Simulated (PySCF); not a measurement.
# Fine-structure interval of Sm⁴⁹⁺ by level of theory

Sm⁴⁹⁺ [Ne] 3s2 3p1 [3p1/2^1, M_J = 1/2] → Sm⁴⁹⁺ [Ne] 3s2 3p1 [3p3/2^1, M_J = 3/2], as a difference of total energies. Computed with PySCF 2.14 in an uncontracted even-tempered set (18 s from 13 bohr⁻², ratio 2.4; 14 p from 16 bohr⁻², ratio 2.4; 4 d from 55 bohr⁻², ratio 2.6; 4 f from 83 bohr⁻², ratio 2.6), with the two-component X2C-1e Hamiltonian. Correlated levels: 1s2 frozen; the 54 highest virtual spinors dropped. "Screened" scales the spin-orbit matrix elements by Boettger's factors to mimic the two-electron term; Breit and QED terms are absent.

```json
{"method": "GHF (screened spin-orbit)", "fine-structure interval (cm⁻¹)": "1298200"}
{"method": "GMP2 (screened spin-orbit)", "fine-structure interval (cm⁻¹)": "1293800"}
{"method": "GHF (bare spin-orbit)", "fine-structure interval (cm⁻¹)": "1344500"}
```
